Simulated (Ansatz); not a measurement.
Start from `C[N](C)[AlH][NH2]` and change one atom or group to get `C[N](C)[GeH]`.

Ansatz, PBE0-D4/def2-TZVP geometries, multiplicity 1. Each molecule was computed in one conformer, which needn't be the lowest.

Scalar relativity is left out up to krypton.

```csv
property,`C[N](C)[AlH][NH2]`
LUMO energy (PBE/def2-TZVPP) / eV,-0.45
HOMO–LUMO gap (PBE/def2-TZVPP) / eV,4.41
LUMO energy (ωB97M-V/def2-TZVPP) / eV,1.82
HOMO energy (ωB97M-V/def2-TZVPP) / eV,-8.41
HOMO–LUMO gap (ωB97M-V/def2-TZVPP) / eV,10.23
LUMO energy (PBE0/def2-TZVPP) / eV,0.30
```

Task: What does the change do to each property? (Estimate.)

Result: Ansatz gave: 
```json
{"property": "LUMO energy (PBE/def2-TZVPP) / eV", "`C[N](C)[GeH]`": "-2.34", "shift": "-1.89"}
{"property": "HOMO–LUMO gap (PBE/def2-TZVPP) / eV", "`C[N](C)[GeH]`": "2.99", "shift": "-1.42"}
{"property": "LUMO energy (ωB97M-V/def2-TZVPP) / eV", "`C[N](C)[GeH]`": "0.33", "shift": "-1.49"}
{"property": "HOMO energy (ωB97M-V/def2-TZVPP) / eV", "`C[N](C)[GeH]`": "-8.60", "shift": "-0.19"}
{"property": "HOMO–LUMO gap (ωB97M-V/def2-TZVPP) / eV", "`C[N](C)[GeH]`": "8.93", "shift": "-1.30"}
{"property": "LUMO energy (PBE0/def2-TZVPP) / eV", "`C[N](C)[GeH]`": "-1.58", "shift": "-1.88"}
```

With PBE0 the HOMO falls by 0.30 eV and the LUMO falls by 1.88 eV, so the gap narrows by about 1.58 eV. PBE moves the HOMO by -0.47 eV and ωB97M-V by -0.19 eV. The zero-point energy changes by -66.8 kJ/mol with -9 modes.
